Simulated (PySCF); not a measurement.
C₂H₇AlN, CH₅Al₂N, CH₃AlNO, CH₃AlClO and others (calculated)

Computed with PySCF 2.14.0. Calculation on a computer-drawn molecule: the log of a Hartree-Fock and frozen-core CCSD(T) single point meant for a local Hartree-Fock minimum, with one planted fault or none, to be diagnosed. Offsets are logged minus clean, where the clean run is the same molecule without the fault. The reference is restricted for singlets and unrestricted otherwise, and also for a bond in bohr or an excited solution. Adding or removing an electron swaps singlet and doublet. The excited solution moves the top pair (singlet) or top alpha electron (doublet) to the lowest empty orbital. Highest occupied and lowest empty are orbital energies over both spins, largest force is the largest gradient component, triples share is (T) over the correlation energy, the T1 limit is 0.02 restricted and 0.045 unrestricted, electrons count all cores, a negative frequency is imaginary (commonest isotopes), and the dipole is about the centre of nuclear charge.

Common to all runs: logged SCF converged yes; possible faults no fault, one electron removed, one electron added, multiplicity raised by two, geometry at a saddle point, SCF held on an excited solution, minimal basis STO-3G, one bond length entered in bohr, all coordinates scaled.

(1) C₂H₇AlN

Logged structure:
```xyz
11
C2H7AlN
C     -0.2179     1.6339     0.4573
N     -0.1687     0.3918     1.2009
C     -1.4429     0.0744     1.8167
Al     1.2799    -0.6325     1.3485
H     -0.4815     2.4813     1.1026
H     -0.9616     1.5937    -0.3484
H      0.7497     1.8546     0.0022
H     -2.2372    -0.0301     1.0670
H     -1.7568     0.8573     2.5185
H     -1.3834    -0.8636     2.3704
H      1.1208    -1.9609     2.2142
```

* meant charge: 0
* meant multiplicity: 2
* meant basis: cc-pV(D+d)Z
* logged electrons: 38
* logged basis functions: 100
* logged spin squared: 0
* logged highest occupied: -14.494 eV
* logged lowest empty: -6.6644 eV
* logged largest force: 0.064471 hartree/bohr
* logged T1 diagnostic: 0.018935
* logged D1 diagnostic: 0.07319
* logged triples share: 0.03017
* logged CC converged: yes
* logged dipole magnitude: 6.3278 debye
* logged SCF stable within its kind: yes
* logged energy HF: -375.89492 hartree
* logged energy CCSD(T): -376.4729 hartree
* planted fault: one electron removed
* HF energy offset from clean run: 170 kcal/mol
* CCSD(T) energy offset from clean run: 170 kcal/mol

Drawn bonds:
| atom | other atom | order |
| --- | --- | --- |
| 1 | 2 | 1 |
| 2 | 3 | 1 |
| 2 | 4 | 1 |
| 1 | 5 | 1 |
| 1 | 6 | 1 |
| 1 | 7 | 1 |
| 3 | 8 | 1 |
| 3 | 9 | 1 |
| 3 | 10 | 1 |
| 4 | 11 | 1 |

(2) CH₅Al₂N

Logged structure:
```xyz
9
CH5Al2N
C     -0.7333    -0.8609     0.4635
N     -0.1720     0.4984     0.5613
Al     0.3643     1.3028    -0.9816
Al    -0.0230     1.3258     2.1371
H     -0.1496    -1.5899     1.0321
H     -1.7632    -0.9089     0.8276
H     -0.7534    -1.2200    -0.5731
H      0.5970     2.7810     2.0984
H     -0.4868     0.6339     3.4788
```

- meant charge: 0
- meant multiplicity: 1
- meant basis: cc-pV(D+d)Z
- logged electrons: 44
- logged basis functions: 33
- logged spin squared: 0
- logged highest occupied: -4.1074 eV
- logged lowest empty: 9.8209 eV
- logged largest force: 0.041061 hartree/bohr
- logged T1 diagnostic: 0.018606
- logged D1 diagnostic: 0.077155
- logged triples share: 0.022466
- logged CC converged: yes
- logged dipole magnitude: 1.3479 debye
- logged SCF stable within its kind: yes
- logged energy HF: -572.08549 hartree
- logged energy CCSD(T): -572.30103 hartree
- planted fault: minimal basis STO-3G
- HF energy offset from clean run: 4400 kcal/mol
- CCSD(T) energy offset from clean run: 4574 kcal/mol

Drawn bonds:
| atom | other atom | order |
| --- | --- | --- |
| 1 | 2 | 1 |
| 2 | 3 | 1 |
| 2 | 4 | 1 |
| 1 | 5 | 1 |
| 1 | 6 | 1 |
| 1 | 7 | 1 |
| 4 | 8 | 1 |
| 4 | 9 | 1 |

(3) CH₅Al₂N

Structure as in entry 2.

- meant charge: 0
- meant multiplicity: 1
- meant basis: cc-pV(D+d)Z
- logged electrons: 44
- logged basis functions: 99
- logged spin squared: 0
- logged highest occupied: -8.0651 eV
- logged lowest empty: 1.5333 eV
- logged largest force: 3.426e-05 hartree/bohr
- logged lowest frequency: 66.109 cm⁻¹
- logged T1 diagnostic: 0.015172
- logged D1 diagnostic: 0.049768
- logged triples share: 0.030192
- logged CC converged: yes
- logged dipole magnitude: 1.3681 debye
- logged SCF stable within its kind: yes
- logged energy HF: -579.09774 hartree
- logged energy CCSD(T): -579.59024 hartree
- planted fault: no fault
- HF energy offset from clean run: 0 kcal/mol
- CCSD(T) energy offset from clean run: 0 kcal/mol

Drawn bonds:
| atom | other atom | order |
| --- | --- | --- |
| 1 | 2 | 1 |
| 2 | 3 | 1 |
| 2 | 4 | 1 |
| 1 | 5 | 1 |
| 1 | 6 | 1 |
| 1 | 7 | 1 |
| 4 | 8 | 1 |
| 4 | 9 | 1 |

(4) CH₃AlNO

Logged structure:
```xyz
7
CH3AlNO
C     -0.9401    -1.6487    -0.2047
N      1.2314    -1.7844    -1.7255
Al     2.5713    -1.8677    -2.6625
O      3.8911    -1.9498    -3.5857
H     -0.7156    -1.5939     0.8759
H     -1.5694    -0.7656    -0.4172
H     -1.6107    -2.5195    -0.3197
```

- meant charge: -1
- meant multiplicity: 1
- meant basis: aug-cc-pV(D+d)Z
- logged electrons: 38
- logged basis functions: 128
- logged spin squared: 1.026
- logged highest occupied: -3.7482 eV
- logged lowest empty: 3.4803 eV
- logged largest force: 0.069002 hartree/bohr
- logged T1 diagnostic: 0.02852
- logged D1 diagnostic: 0.082975
- logged triples share: 0.038755
- logged CC converged: yes
- logged dipole magnitude: 4.733 debye
- logged SCF stable within its kind: yes
- logged energy HF: -410.73387 hartree
- logged energy CCSD(T): -411.35136 hartree
- planted fault: one bond length entered in bohr, row 1 of the drawn bonds
- HF energy offset from clean run: 80.24 kcal/mol
- CCSD(T) energy offset from clean run: 104.1 kcal/mol

Drawn bonds:
| atom | other atom | order |
| --- | --- | --- |
| 1 | 2 | 1 |
| 2 | 3 | 2 |
| 3 | 4 | 1 |
| 1 | 5 | 1 |
| 1 | 6 | 1 |
| 1 | 7 | 1 |

(5) CH₃AlClO

Logged structure:
```xyz
7
CH3AlClO
C     -3.3335     0.2495     0.4577
O     -2.7849     0.9727     1.5672
Al    -2.1798     1.7704     2.7906
Cl    -1.4117     2.7829     4.3434
H     -3.7482     0.9670    -0.2428
H     -2.5336    -0.3199    -0.0045
H     -4.1076    -0.4116     0.8336
```

* meant charge: 1
* meant multiplicity: 1
* meant basis: cc-pV(D+d)Z
* logged electrons: 46
* logged basis functions: 89
* logged spin squared: 0
* logged highest occupied: -10.898 eV
* logged lowest empty: -13.418 eV
* logged largest force: 0.27357 hartree/bohr
* logged CC converged: no
* logged dipole magnitude: 15.323 debye
* logged SCF stable within its kind: no
* logged energy HF: -815.13678 hartree
* planted fault: SCF held on an excited solution
* HF energy offset from clean run: 378.4 kcal/mol

Drawn bonds:
| atom | other atom | order |
| --- | --- | --- |
| 1 | 2 | 1 |
| 2 | 3 | 1 |
| 3 | 4 | 1 |
| 1 | 5 | 1 |
| 1 | 6 | 1 |
| 1 | 7 | 1 |

Notes: CCSD not converged.

(6) CH₃AlClO

Logged structure:
```xyz
7
CH3AlClO
C     -3.3335     0.2495     0.4577
O     -2.7849     0.9727     1.5672
Al    -2.1798     1.7704     2.7906
Cl    -1.4117     2.7829     4.3434
H     -4.1172     1.6054    -0.8660
H     -2.5336    -0.3199    -0.0045
H     -4.1076    -0.4116     0.8336
```

- meant charge: 1
- meant multiplicity: 1
- meant basis: cc-pV(D+d)Z
- logged electrons: 46
- logged basis functions: 89
- logged spin squared: 0.7231
- logged highest occupied: -15.866 eV
- logged lowest empty: -5.0751 eV
- logged largest force: 0.020756 hartree/bohr
- logged T1 diagnostic: 0.056905
- logged D1 diagnostic: 0.2689
- logged triples share: 0.032774
- logged CC converged: yes
- logged dipole magnitude: 1.333 debye
- logged SCF stable within its kind: yes
- logged energy HF: -815.60818 hartree
- logged energy CCSD(T): -816.1568 hartree
- planted fault: one bond length entered in bohr, row 4 of the drawn bonds
- HF energy offset from clean run: 82.61 kcal/mol
- CCSD(T) energy offset from clean run: 83.31 kcal/mol

Drawn bonds:
| atom | other atom | order |
| --- | --- | --- |
| 1 | 2 | 1 |
| 2 | 3 | 1 |
| 3 | 4 | 1 |
| 1 | 5 | 1 |
| 1 | 6 | 1 |
| 1 | 7 | 1 |

Notes: T1 above single-reference limit.

(7) CH₄AlO₂

Logged structure:
```xyz
8
CH4AlO2
C     -1.1121    -1.2843     1.9112
O     -1.6370    -1.3121     0.6288
Al    -2.2166    -1.3438    -0.7888
O     -2.7984    -1.3756    -2.2112
H     -0.0677    -1.1983     1.8381
H     -1.3770    -2.1784     2.3951
H     -1.5174    -0.4565     2.4153
H     -3.1434    -1.3948    -3.0560
```

* meant charge: 1
* meant multiplicity: 1
* meant basis: cc-pV(D+d)Z
* logged electrons: 38
* logged basis functions: 85
* logged spin squared: 0
* logged highest occupied: -18.142 eV
* logged lowest empty: -4.4661 eV
* logged largest force: 0.037023 hartree/bohr
* logged T1 diagnostic: 0.013312
* logged D1 diagnostic: 0.037427
* logged triples share: 0.020782
* logged CC converged: yes
* logged dipole magnitude: 2.0752 debye
* logged SCF stable within its kind: yes
* logged energy HF: -431.66642 hartree
* logged energy CCSD(T): -432.25015 hartree
* planted fault: all coordinates scaled, by -3.2 %
* HF energy offset from clean run: 6.491 kcal/mol
* CCSD(T) energy offset from clean run: 11.09 kcal/mol

Drawn bonds:
| atom | other atom | order |
| --- | --- | --- |
| 1 | 2 | 1 |
| 2 | 3 | 1 |
| 3 | 4 | 1 |
| 1 | 5 | 1 |
| 1 | 6 | 1 |
| 1 | 7 | 1 |
| 4 | 8 | 1 |

(8) CH₄AlO₂

Logged structure:
```xyz
8
CH4AlO2
C     -1.1489    -1.3268     1.9744
O     -1.6911    -1.3554     0.6496
Al    -2.2899    -1.3882    -0.8149
O     -2.8909    -1.4211    -2.2843
H     -0.0699    -1.2379     1.8989
H     -1.4225    -2.2504     2.4743
H     -1.5676    -0.4716     2.4951
H     -3.2473    -1.4409    -3.1570
```

* meant charge: 1
* meant multiplicity: 1
* meant basis: cc-pV(D+d)Z
* logged electrons: 38
* logged basis functions: 85
* logged spin squared: 0
* logged highest occupied: -17.961 eV
* logged lowest empty: -4.6513 eV
* logged largest force: 1.96e-05 hartree/bohr
* logged lowest frequency: 109.74 cm⁻¹
* logged T1 diagnostic: 0.014451
* logged D1 diagnostic: 0.040973
* logged triples share: 0.022027
* logged CC converged: yes
* logged dipole magnitude: 2.0015 debye
* logged SCF stable within its kind: yes
* logged energy HF: -431.67677 hartree
* logged energy CCSD(T): -432.26783 hartree
* planted fault: no fault
* HF energy offset from clean run: 0 kcal/mol
* CCSD(T) energy offset from clean run: 0 kcal/mol

Drawn bonds:
| atom | other atom | order |
| --- | --- | --- |
| 1 | 2 | 1 |
| 2 | 3 | 1 |
| 3 | 4 | 1 |
| 1 | 5 | 1 |
| 1 | 6 | 1 |
| 1 | 7 | 1 |
| 4 | 8 | 1 |
